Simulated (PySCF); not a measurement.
Cl₂Sn, SMILES [Cl][Sn][Cl] (connectivity only; charge and spin as stated), charge +1, multiplicity 2.

The structure is a stationary point at B3LYP-D3(BJ)/def2-TZVP. The multiplicity is an assumed one; other spin states were not compared. The isomer is the one that the SMILES or the coordinates give; other isomers of the formula were not compared. The def2 effective core potentials stand for the cores of Sn; spin–orbit coupling is left out.

All values below come from PBE0/def2-TZVPD (PySCF).

Isolated molecule, no solvent.

Question: Estimate the frontier levels, dipole moment and polarisability. (The exact figures need the calculation; the answer reports its results.)

Answer: 
- α spin, highest occupied and lowest empty level = -14.33 and -9.03 eV
- β spin, highest occupied and lowest empty level = -15.04 and -11.63 eV
- dipole moment about the centre of nuclear charge = 1.96 D
- mean static polarisability = 62.7 bohr³ (9.29 Å³)
- polarisability, principal values = 42.0, 53.7, 92.5 bohr³
- ⟨S²⟩ = 0.758 (pure state 0.75)
